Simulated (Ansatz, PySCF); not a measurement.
Ga(H)(Br)(NMe2) (C₂H₇BrGaN), SMILES C[N](C)[GaH][Br].

The structure is a stationary point at PBE0-D3(BJ)/def2-SVP. The values are those of a single conformer.

Vertical ionisation energy (IE) and electron affinity (EA) in eV. Rows of orbital energies are one-electron estimates. Where ΔSCF, EOM or ADC give a negative EA the extra electron is unbound and the value depends on the basis.

```tsv
level	IE	EA
−ε(HOMO), −ε(LUMO), r2SCAN/def2-TZVP (PySCF)	5.64	1.39
ΔSCF, CAM-B3LYP/def2-SVPD (Ansatz), final states of multiplicity 2 and 2	8.54	-0.59
```

Q: What vertical singlet–triplet gap does ΔSCF give with CAM-B3LYP/def2-SVPD (Ansatz, a first-principles code)? (Estimate from the structure and the level; the computed values follow.)

A: 4.19 eV (triplet above singlet where positive).
